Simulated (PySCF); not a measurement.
Correlation energy of Zn²⁺ (zinc, charge +2)

[Ar] 3d10, closed-shell 1S. Calculation: PySCF 2.14, in x2c-TZVPall; the spin-free X2C one-electron Hamiltonian (Gaussian nucleus). Frozen: [Ar]; 10 electrons correlated.

Total MP2 correlation energy: -342.76 mhartree.

Same-spin part -126.76 and opposite-spin part -216.01 mhartree; SCS-MP2 scales them by 1/3 and 6/5 to -301.46 mhartree.

```csv
level,correlation energy (mhartree)
CCSD,-311.31
(T),-4.46
CCSD(T),-315.77
```

Diagnostics: T1 = 0.0075, D1 = 0.0106, largest double amplitude 0.017.

Is a single reference adequate?

Yes: T1 lies below 0.03 and no double amplitude reaches 0.07.
